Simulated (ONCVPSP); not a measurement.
Reading a pseudo-wave (aluminium)

Columns: radius, all-electron u(r) and pseudo u(r) of the 2s shell (level -128.77 eV) of aluminium in the configuration [He] 2s2 2p6 3s1; PBE, scalar-relativistic, ONCV scheme, ONCVPSP 4.0.1.

```json
{"r (bohr)": "0.060", "all-electron": "-0.5997", "pseudo": "0.2415"}
{"r (bohr)": "0.120", "all-electron": "-0.3466", "pseudo": "0.4729"}
{"r (bohr)": "0.180", "all-electron": "0.1237", "pseudo": "0.6845"}
{"r (bohr)": "0.240", "all-electron": "0.5693", "pseudo": "0.8683"}
{"r (bohr)": "0.300", "all-electron": "0.9106", "pseudo": "1.0175"}
{"r (bohr)": "0.360", "all-electron": "1.1374", "pseudo": "1.1286"}
{"r (bohr)": "0.420", "all-electron": "1.2630", "pseudo": "1.1996"}
{"r (bohr)": "0.480", "all-electron": "1.3095", "pseudo": "1.2317"}
{"r (bohr)": "0.540", "all-electron": "1.2989", "pseudo": "1.2283"}
{"r (bohr)": "0.600", "all-electron": "1.2493", "pseudo": "1.1949"}
{"r (bohr)": "0.660", "all-electron": "1.1747", "pseudo": "1.1374"}
{"r (bohr)": "0.720", "all-electron": "1.0861", "pseudo": "1.0630"}
{"r (bohr)": "0.780", "all-electron": "0.9909", "pseudo": "0.9779"}
{"r (bohr)": "0.840", "all-electron": "0.8947", "pseudo": "0.8881"}
{"r (bohr)": "0.900", "all-electron": "0.8010", "pseudo": "0.7980"}
{"r (bohr)": "0.960", "all-electron": "0.7121", "pseudo": "0.7109"}
{"r (bohr)": "1.020", "all-electron": "0.6294", "pseudo": "0.6290"}
{"r (bohr)": "1.080", "all-electron": "0.5537", "pseudo": "0.5535"}
{"r (bohr)": "1.140", "all-electron": "0.4850", "pseudo": "0.4849"}
{"r (bohr)": "1.200", "all-electron": "0.4233", "pseudo": "0.4233"}
{"r (bohr)": "1.260", "all-electron": "0.3683", "pseudo": "0.3683"}
{"r (bohr)": "1.320", "all-electron": "0.3196", "pseudo": "0.3196"}
{"r (bohr)": "1.380", "all-electron": "0.2766", "pseudo": "0.2766"}
{"r (bohr)": "1.440", "all-electron": "0.2389", "pseudo": "0.2389"}
{"r (bohr)": "1.500", "all-electron": "0.2059", "pseudo": "0.2059"}
{"r (bohr)": "1.560", "all-electron": "0.1772", "pseudo": "0.1772"}
```

**Question.** How many radial nodes do the two functions have?

**Answer.** The all-electron 2s function has n − l − 1 = 1; the pseudo-wave has 0, since the states of the same l below it are removed with the core.

**Question.** At about which radius was the pseudo-wave matched?

**Answer.** 1.20 bohr. The columns agree to 0.0005 from 1.02 bohr on; several derivatives are matched, so the curves merge somewhat inside the radius.

**Question.** Where does each function peak?

**Answer.** Outermost all-electron maximum near 0.48 bohr, pseudo maximum near 0.48 bohr (to the table’s step).

**Question.** Is the pseudo-wave norm-conserving?

**Answer.** Yes: the ONCV scheme keeps the norm inside the radius equal to the all-electron one, which fixes the energy derivative of the logarithmic derivative at the level.
